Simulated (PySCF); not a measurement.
Al(GeH3)2(H) (AlGe2H7), SMILES [GeH3][AlH][GeH3]. Atoms are numbered in the order given.

```xyz
10

Al     0.9037    -0.1783    -0.4559
Ge    -0.3763    -2.0596     0.5081
H      0.1954    -3.4563     0.2027
H     -0.4404    -1.9344     2.0452
H     -1.8419    -2.0562     0.0294
Ge     0.0177     2.1265    -0.3302
H      0.0154     2.8227    -1.7063
H     -1.4184     2.2158     0.2179
H      0.8940     3.0062     0.5860
H      2.3217    -0.4206    -1.1416
```
Charge 0, spin multiplicity 1.

Geometry optimised at r2SCAN-D4/def2-SVP. The structure was generated by enumeration; whether it is a known compound was not checked.

Two levels are set side by side: PBE/pcSseg-1 (PySCF) and PBE0/pcSseg-1 (PySCF). GIAO shifts against GeH4 (⁷³Ge), TMS (¹H) at the same level; non-relativistic, no solvent, atoms listed together averaged. Differences are taken from unrounded values.

```csv
quantity,PBE
δ(¹H) of H10 (ppm),7.76
```

Q: These are the PBE values. What does PBE0 give? (The exact figures need the calculation; the answer reports its results.)

A: 
```csv
quantity,PBE0,PBE minus PBE0
δ(¹H) of H10 (ppm),7.43,0.33
```

Rough cost on one machine, each run with all the roots and properties that it gave: PBE0 against PBE within a factor of 2.
